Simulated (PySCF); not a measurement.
CH5FGe, SMILES [CH3][GeH2][F]. Atoms are numbered in the order given.

```xyz
8

Ge    -0.3504     0.0966     0.0000
C      0.5421    -1.6223     0.0000
F      0.9066     1.3150     0.0000
H     -1.1761     0.3435    -1.2725
H     -1.1761     0.3435     1.2725
H      1.1748    -1.7205     0.8943
H     -0.1972    -2.4381     0.0000
H      1.1748    -1.7205    -0.8943
```

The structure is a stationary point at r2SCAN-D4/def2-SVP.

The numbers are results of r2SCAN/def2-TZVPD (PySCF), not measurements.

ESP charges are fitted to the potential on shells at 1.4 to 2.0 van der Waals radii. Atomic charges (e):

```
atom  meta-Löwdin  ESP fit
----  -----------  -------
Ge1          0.84     0.67
C2          -0.57    -0.67
F3          -0.53    -0.35
H4          -0.08    -0.11
H5          -0.08    -0.11
H6           0.14     0.19
H7           0.14     0.17
H8           0.14     0.19
```
